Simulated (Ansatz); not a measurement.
Results of the Gaussian-basis code of Ansatz.

A structure relaxed at PBE0-D4/def2-TZVP, charge 0, multiplicity 1:

```xyz
11

C    -0.7252   -1.3476   -0.6794
N    -0.1679   -0.1750   -0.0815
B     0.5512    0.9711   -0.5157
N     0.8051    1.5900    0.7637
P    -0.2443    0.4515    1.5269
H    -1.7954   -1.4411   -0.4683
H    -0.2312   -2.2613   -0.3298
H    -0.6009   -1.2942   -1.7629
H     0.8187    1.3344   -1.6214
H     0.8653    2.5645    0.9980
H     0.7246   -0.3923    2.1704
```

Problem. Give its formula and SMILES.

Solution. CH6BN2P, `CN1BNP1`.

Problem. Summarise the bond lengths by kind.

Solution. 1 × C–N 1.429 Å; 3 × C–H 1.092 to 1.096 Å; 2 × B–N 1.421 to 1.444 Å; 2 × N–P 1.726 to 1.728 Å; 1 × B–H 1.194 Å; 1 × H–N 1.004 Å; 1 × H–P 1.437 Å.
